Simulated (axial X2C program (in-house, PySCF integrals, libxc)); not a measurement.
# GaSb at several levels of theory

Computed with an in-house all-electron X2C program for linear molecules (integrals from PySCF). Spin-free means the one-electron spin-free X2C Hamiltonian. Basis: Sb dyall-cv3z [11s12p8d4f1g], Ga dyall-cv3z [9s9p7d4f1g] (cores contracted in-house); Gaussian nuclei, density fitting, unrestricted open shells. Masses: Sb 120.904 u, Ga 68.926 u.

State, spin-free: M_S = 1, Λ = 0 (beyond evenly filled blocks: π+α, π-α); electrons by block: σα: 18, σβ: 18, π+α: 9, π+β: 8, π-α: 9, π-β: 8, δ+α: 3, δ+β: 3, δ-α: 3, δ-β: 3. Fragments: Sb + Ga.

| Hamiltonian | level | Re (Å) | ωe (cm⁻¹) | Be (cm⁻¹) | αe (cm⁻¹) | De (eV) | D0 (eV) | μ (D) |
| --- | --- | --- | --- | --- | --- | --- | --- | --- |
| spin-free | PBE0 | 2.767 | 176.4 | 0.05017 | 0.000169 | 1.81 | 1.80 | 1.45 |
| spin-free | HF | 2.809 | 170.0 | 0.04867 | 0.000182 | 0.701 | 0.691 | 1.94 |
| spin-free | MP2 | 2.787 | 178.2 | 0.04943 | 0.000151 | 1.44 | 1.43 | n/a |
| spin-free | CCSD | 2.796 | 174.1 | 0.04913 | 0.000171 | 1.49 | 1.47 | n/a |
| spin-free | CCSD(T) | 2.799 | 173.3 | 0.04903 | 0.000171 | 1.56 | 1.55 | n/a |
| spin-free | PBEsol | 2.756 | 176.1 | 0.05057 | 0.000172 | 2.11 | 2.09 | 1.20 |

Correlated methods: 8 electrons correlated (number of frozen shells: Sb 4 s, 3 p, 2 d; Ga 3 s, 2 p, 1 d), 320 virtual spin orbitals or spinors in MP2, 90 natural virtuals in coupled cluster.

Dipoles are positive if Ga is the positive end.

The state is a single determinant with fixed occupations, the lowest that a limited PBE0 search found. De is counted from the lowest determinant-based energies of the atoms at the same level, without counterpoise correction. Coupled cluster ran in a truncated set of natural virtual spinors; the MP2 energy of the rest was added. (T) has no such correction and the atoms are truncated less, which lowers De at CCSD(T) by a hundredth of an eV or more. Other states lie close and PBE0, whose exact exchange favours high spin, may order them wrongly; the determinant shown need not be the ground state. The nearest other spin-free determinant of the search, M_S = 1, Λ = 1, lies 0.36 eV up at the distance of the search. At some level and bond length an empty orbital lies below a filled one. The determinant is spin-polarised beyond a pure state at some levels (its spin-free form has ⟨S²⟩ too high), which makes Re and μ there less reliable. With the outer-core shells frozen, correlated bond lengths of heavy atoms tend to come out a few hundredths of an ångström too long. Spin-free De lacks the spin–orbit lowering of the heavy p-block atom, a tenth of an eV or more for 4p and 5p, up to an eV for 6p and one to two eV for 7p atoms, less what an open-shell molecule gains itself.

No reliable constants came from CCSD (2c), CCSD(T) (2c), HF (2c), MP2 (2c), PBE0 (2c), PBEsol (2c): no minimum in range, unconverged points, a curve that is not smooth, a change of character along it, or the two Hamiltonians disagreeing along it.

The whole task took 3.5 min on 1 thread of Arm Neoverse V1, with other jobs on the host.
